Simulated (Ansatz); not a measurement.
`CCO` and `C[CH2][InH2]` differ in one atom or group.

Ansatz, PBE0-D4/def2-TZVP geometries, multiplicity 1. Each molecule was computed in one conformer, which needn't be the lowest.

Elements past krypton have def2 core potentials.

```tsv
property	`CCO`
HOMO–LUMO gap (PBE0/def2-TZVPP) / eV	8.90
HOMO energy (ωB97M-V/def2-TZVPP) / eV	-10.29
LUMO energy (PBE/def2-TZVPP) / eV	0.22
HOMO–LUMO gap (ωB97M-V/def2-TZVPP) / eV	12.78
HOMO–LUMO gap (PBE/def2-TZVPP) / eV	6.37
LUMO energy (PBE0/def2-TZVPP) / eV	1.06
```

Task: Give the same properties after the change, and the shifts. (An estimate is asked.)

Result: Ansatz gave: 
```
                               property  `C[CH2][InH2]`  shift
   HOMO–LUMO gap (PBE0/def2-TZVPP) / eV            5.53  -3.37
  HOMO energy (ωB97M-V/def2-TZVPP) / eV           -9.24   1.05
      LUMO energy (PBE/def2-TZVPP) / eV           -2.29  -2.51
HOMO–LUMO gap (ωB97M-V/def2-TZVPP) / eV            9.10  -3.68
    HOMO–LUMO gap (PBE/def2-TZVPP) / eV            3.69  -2.68
     LUMO energy (PBE0/def2-TZVPP) / eV           -1.55  -2.61
```

With PBE0 the HOMO rises by 0.75 eV and the LUMO falls by 2.61 eV, so the gap narrows by about 3.36 eV. PBE moves the HOMO by 0.18 eV and ωB97M-V by 1.05 eV. The zero-point energy changes by -12.2 kJ/mol with +3 modes.
